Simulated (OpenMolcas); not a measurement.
## W3+: moving or changing the point charges

W3+ among 6 point charges of -1.5 e arranged as a tetragonal octahedron (D4h), 2.2 Å from the ion, with the axial distance 2.244 Å.
```
   2.2000    0.0000    0.0000  -1.50
   0.0000    2.2000    0.0000  -1.50
  -2.2000    0.0000    0.0000  -1.50
   0.0000   -2.2000    0.0000  -1.50
   0.0000    0.0000    2.2440  -1.50
   0.0000    0.0000   -2.2440  -1.50
```

* Program: OpenMolcas 26.06
* Method: SS-CASPT2, IPEA 0.25 Eh, imaginary shift 0.1 Eh (closed shells correlated: 4f 5s 5p)
* Basis: ANO-RCC-VDZP [7s6p4d2f1g]
* Scalar Hamiltonian: DKH2, point nucleus
* Active space: 3 electrons in 5 orbitals (5d)
* State averaging: 2S+1 = 4 even, 10 roots; 2S+1 = 2 even, 40 roots
* Spin-orbit coupling: state interaction with AMFI integrals over the reference wave functions

Runs around this geometry, states (labels of D4, the rotations of D4h). Energies in cm-1 above the lowest state or level, χT in cm3 K/mol.

```
R (Å)  q (e)  Axial / equatorial distance  Ground state  First state of that spin  First gap with spin-orbit (degeneracies)  χT at 300 K  First state of another spin
  2.2   -1.5                         0.94           4B1                 4B2 10230                                150 (2, 2)        0.624                    2B1 12240
  2.2   -1.2                         1.02           4B1                   4E 7610                                 76 (2, 2)        0.401                    2A1 12290
  2.2   -1.5                         1.02           4B1                   4E 9300                                 83 (2, 2)        0.545                    2A1 12220
 2.37   -1.5                         1.02           4B1                   4E 6780                                 93 (2, 2)        0.337                    2A1 12280
```

Taking the first state of the same spin as R^-n, n = -ln(6780 / 9300) / ln(2.37 / 2.2) = 4.2 between the shortest and longest distance.

Scaling the charges by -1.2 / -1.5 = 0.80 scales the first state of the same spin by 7610 / 9300 = 0.82; with fixed orbitals a first-order splitting would follow the charge.

Free-ion shares, where given, are those of the reference states; single-state CASPT2 does not remix them. Spin-orbit coupling mixes the spin-free states strongly: the lowest level takes only 69 % from its leading state, 4B1 (figures for R = 2.2, q = -1.2, ratio = 1.02; the like holds for R = 2.37, q = -1.5, ratio = 1.02). This is an electrostatic model: the charges have no orbitals. No measured value stands beside these numbers.
